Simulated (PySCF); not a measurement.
**TeO: energy against distance**

Set-up: basis Te def2-SVPD with ECP28, O def2-SVPD; scalar-relativistic core potentials; PySCF 2.14. Energies in eV from Te + O in their ground configurations at the same level. State: ³Σ⁻ (triplet), unpaired electrons π ↑↑.

Curves on a restricted Hartree–Fock reference rise too fast on stretching and do not dissociate correctly.

All columns are ROHF. A positive dipole means Te(−)O(+).

```
R (Å)  E (eV)  μ (D)  Mulliken charge on Te (basis-dependent)  HOMO (eV)  LUMO (eV)  Mayer bond order  ⟨S²⟩
1.594   1.088  -3.08                                     1.14      -9.43       0.58              1.06  2.00
1.668   0.196  -3.49                                     1.11      -9.67       0.33              1.16  2.00
1.742  -0.221  -3.88                                     1.08      -9.91       0.08              1.24  2.00
1.797  -0.309  -4.16                                     1.05     -10.09      -0.10              1.29  2.00
1.853  -0.257  -4.43                                     1.02     -10.27      -0.27              1.33  2.00
1.909  -0.103  -4.68                                     0.99     -10.46      -0.43              1.35  2.00
1.983   0.206  -4.97                                     0.94     -10.73      -0.61              1.34  2.00
2.075   0.660  -5.12                                     0.86     -11.09      -0.75              1.26  2.00
2.187   1.182  -4.94                                     0.73     -10.70      -0.79              1.10  2.00
2.335   1.749  -4.39                                     0.55     -10.13      -0.76              0.88  2.00
```

A fit through these points gives, at Re = 1.802 Å, μ = -4.18 D and dμ/dR = -4.87 D/Å; the reduced mass is 14.24 u.

Question: How strong is the fundamental in the double-harmonic approximation, I = 42.26·(dμ/dR)²/μred km/mol?

Answer: I = 42.26·(-4.87)²/14.24 = 70.4 km/mol at ROHF.

These are scalar-relativistic numbers at best; spin–orbit coupling would shift them, the dissociation energy most. Hartree–Fock leaves out correlation, which carries a large part of most bond energies and some tenths to 1 eV of ionisation energies. The state is the lowest determinant that a PBE0 search found; another state may lie lower at other levels.
